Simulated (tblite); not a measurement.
Compound: C₆H₁₃OPS.
Cartesian coordinates in Å at the GFN2-xTB level; atoms count from 1:
```
atom  x, y, z in Å
C1     3.7445    0.0864   -0.7489
C2     2.6147    0.0361    0.2247
O3     2.6939    0.1060    1.4196
P4     0.9586   -0.3723   -0.5598
S5     0.8843   -2.2429   -1.0488
C6    -0.2647    0.2274    0.6666
C7    -1.6652   -0.3060    0.3655
C8    -2.6356    0.1094    1.4666
C9    -2.1294    0.1917   -0.9987
H10    3.6183    0.9569   -1.3934
H11    3.6985   -0.8036   -1.3782
H12    4.7033    0.1395   -0.2389
H13    0.8985    0.5385   -1.6258
H14    0.0964   -0.1403    1.6356
H15   -0.2469    1.3209    0.6854
H16   -1.6099   -1.4008    0.3328
H17   -3.6233   -0.3016    1.2727
H18   -2.2981   -0.2524    2.4351
H19   -2.7181    1.1938    1.5122
H20   -1.4587   -0.1768   -1.7775
H21   -3.1307   -0.1707   -1.2177
H22   -2.1410    1.2802   -1.0298
```

Level: GFN2-xTB in tblite, geometry and Hessian alike; calculated harmonic values, unscaled, isolated species. This tight-binding method is rough: wavenumbers can miss measured ones by several per cent, in bad cases by 10 to 20. Modes of hydrogen on phosphorus can be 10 to 20 % off. One conformer, not necessarily the lowest.

Harmonic wavenumbers (cm⁻¹): 32.8, 59.0, 71.6, 80.9, 85.7, 118.5, 170.5, 214.1, 224.5, 252.7, 269.9, 351.6, 382.4, 433.3, 446.3, 479.5, 600.5, 682.6, 721.6, 775.5, 815.3, 865.2, 880.8, 951.5, 957.0, 974.5, 980.5, 986.0, 1034.3, 1107.7, 1131.0, 1174.6, 1200.0, 1213.3, 1319.1, 1324.5, 1353.1, 1402.6, 1408.9, 1421.6, 1426.2, 1430.5, 1484.7, 1495.1, 1499.9, 1503.7, 1762.8, 2169.1, 2908.5, 2925.5, 2938.2, 2984.6, 2993.9, 3002.4, 3018.1, 3027.6, 3037.3, 3043.3, 3044.0, 3046.4.

A = 1758, B = 707.3, C = 589.3 MHz; mass 164.042 u (most abundant isotopes); point group C1, symmetry number 1.

Q: What is the zero-point energy?

A: Half the sum of the wavenumbers: 38848 cm⁻¹ = 464.73 kJ/mol.

Q: What is S at 273.15 K and 1 bar for an ideal gas of classical rigid rotors and harmonic oscillators?

A: Translation 170.64, rotation 126.36, vibration 162.72: S = 459.7 J/(mol K).

Q: And Cp and H(273.15 K) − H(0)?

A: Cp = 179.85 J/(mol K), of which vibrations give 146.59 (their classical limit is 60 R = 498.9); H(273.15 K) − H(0) = 31.22 kJ/mol without the zero-point energy, 22.14 from vibrations.

Q: What must be added to the electronic energy to get the Gibbs energy at 273.15 K and 1 bar?

A: ZPE + [H(273.15 K) − H(0)] − T·S = 464.73 + 31.22 − 125.57 = 370.38 kJ/mol.

Q: Blend soft modes into free rotors: weight 1/[1 + (100 cm⁻¹/ν̃)⁴] for the oscillator and the rest for a rotor with moment μB/(μ + B), μ = h/(8π²ν), B = 10⁻⁴⁴ kg m². What vibrational entropy results?

A: 145.22 J/(mol K) in place of 162.72, which changes −T·S at 273.15 K by +4.78 kJ/mol.

Q: How do the functions run with temperature in this model?

A: 
```
 T (K)  S (J/(mol K))  Cp (J/(mol K))  H − H(0) (kJ/mol)  G − H(0) (kJ/mol)  ln q(vib)
    50          265.6            70.7               2.47             -10.81       1.07
   100          324.5           101.0               6.80             -25.64       3.14
298.15          476.0           191.3              35.86            -106.05      10.71
373.15          522.6           225.1              51.49            -143.51      13.29
   500          595.8           276.0              83.37            -214.51      17.46
   750          722.6           349.3             162.18            -379.75      25.14
  1000          830.2           398.3             256.02            -574.20      32.15
```

q(vib) and H(0) count from the zero-point level.

Hindered rotation and anharmonicity are outside this model. Other conformers, if any are populated, would add a mixing term that is left out. The structure is chiral; the term R ln 2 for an equal mix with its mirror image is left out.
